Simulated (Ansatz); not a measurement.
Start from `O[AsH2]` and change one atom or group to get `CO[AsH2]`.

Ansatz, PBE0-D4/def2-TZVP geometries, multiplicity 1. 

Scalar relativity is left out up to krypton.

```json
{"property": "HOMO–LUMO gap (PBE0/def2-TZVPP) / eV", "`O[AsH2]`": "7.03"}
{"property": "HOMO energy (PBE/def2-TZVPP) / eV", "`O[AsH2]`": "-6.32"}
{"property": "ideal-gas entropy at 298 K and 1 bar (rigid rotor, harmonic PBE0-D4/def2-TZVP) / J/(mol·K)", "`O[AsH2]`": "266"}
{"property": "HOMO–LUMO gap (PBE/def2-TZVPP) / eV", "`O[AsH2]`": "4.93"}
{"property": "LUMO energy (PBE/def2-TZVPP) / eV", "`O[AsH2]`": "-1.40"}
{"property": "HOMO–LUMO gap (ωB97M-V/def2-TZVPP) / eV", "`O[AsH2]`": "11.11"}
```

(1) What does the change do to each property? (An estimate is asked.)

## Answers

(1) Ansatz gave: 
| property | `CO[AsH2]` | shift |
| --- | --- | --- |
| HOMO–LUMO gap (PBE0/def2-TZVPP) / eV | 7.43 | 0.40 |
| HOMO energy (PBE/def2-TZVPP) / eV | -6.47 | -0.15 |
| ideal-gas entropy at 298 K and 1 bar (rigid rotor, harmonic PBE0-D4/def2-TZVP) / J/(mol·K) | 296 | 30 |
| HOMO–LUMO gap (PBE/def2-TZVPP) / eV | 5.18 | 0.25 |
| LUMO energy (PBE/def2-TZVPP) / eV | -1.29 | 0.11 |
| HOMO–LUMO gap (ωB97M-V/def2-TZVPP) / eV | 11.59 | 0.48 |

With PBE0 the HOMO falls by 0.27 eV and the LUMO rises by 0.13 eV, so the gap widens by about 0.40 eV. PBE moves the HOMO by -0.15 eV and ωB97M-V by -0.28 eV. The zero-point energy changes by 74.6 kJ/mol with +9 modes.
